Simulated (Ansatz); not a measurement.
Geometry optimisation, RKS B3LYP-D4/def2-SVP in Ansatz 0.2.0.

The input (input.yaml):

```yaml
crystal:
  periodic: [false, false, false]
  atoms:
    - { symbol: C, position_ang: [-1.0146, 1.7729, -0.8218] }
    - { symbol: B, position_ang: [-1.0117, 0.5728, 0.1495] }
    - { symbol: Ge, position_ang: [0.7403, -0.1844, 0.7016] }
    - { symbol: C, position_ang: [0.9617, -2.0301, 0.1412] }
    - { symbol: H, position_ang: [-0.5631, 1.5477, -1.8073] }
    - { symbol: H, position_ang: [-0.5416, 2.6964, -0.3719] }
    - { symbol: H, position_ang: [-2.0934, 2.0922, -1.028] }
    - { symbol: H, position_ang: [-1.9689, 0.1048, 0.5417] }
    - { symbol: H, position_ang: [0.9067, -0.0926, 2.3] }
    - { symbol: H, position_ang: [1.9167, 0.6298, 0.0785] }
    - { symbol: H, position_ang: [1.8562, -2.4617, 0.4743] }
    - { symbol: H, position_ang: [0.0881, -2.6151, 0.632] }
    - { symbol: H, position_ang: [0.744, -2.0672, -0.975] }
basis:
  gaussian: { orbitals: def2-SVP }
hamiltonian:
  xc: b3lyp
  dispersion: d4
relax:
  f_tol: 0.015
  max_steps: 40
```

Launched with:

```bash
$ ansatz run input.yaml --threads 2 --pin off --max-ram 3072MiB --backend cpu --events-out ev --progress --plain --runs-dir out
```

Where does it end, and by what steps?

The run converged. The force dipped under the threshold on the way, but the program's further checks kept it going. After 19 steps the energy has fallen by 0.498 eV; H6 moved furthest, 0.69 Å.

```tsv
step	energy less start (eV)	largest force component (eV/Å)	accepted
0	0.0000	3.818	yes
1	-0.4338	1.170	yes
2	-0.4756	0.128	yes
3	-0.4790	0.069	yes
4	-0.4796	0.020	yes
5	-0.4801	0.009	yes
6	-0.4782	0.260	no
7	-0.4811	0.026	yes
8	-0.4816	0.160	yes
9	-0.4831	0.091	yes
10	-0.4888	0.102	yes
11	-0.4745	0.273	no
12	-0.4933	0.100	yes
13	-0.4962	0.041	yes
14	-0.4967	0.091	yes
15	-0.4970	0.034	yes
16	-0.4973	0.008	yes
17	-0.4974	0.006	yes
18	-0.4975	0.025	yes
19	-0.4975	0.014	yes
```

```xyz
13
Properties=species:S:1:pos:R:3
C -1.117 1.872 -0.858
B -0.960 0.655 0.101
Ge 0.858 -0.201 0.626
C 0.882 -2.136 0.198
H -0.265 2.085 -1.521
H -1.194 2.736 -0.157
H -2.060 1.881 -1.429
H -1.952 0.197 0.627
H 1.097 -0.061 2.154
H 2.070 0.467 -0.077
H 1.836 -2.584 0.515
H 0.061 -2.650 0.721
H 0.764 -2.295 -0.884
```

Whether the end is a true minimum wasn't checked by a vibrational analysis.

Time of the run: 70 s on 2 threads of Arm Neoverse V1, on a shared host, peak memory 0.29 GiB.
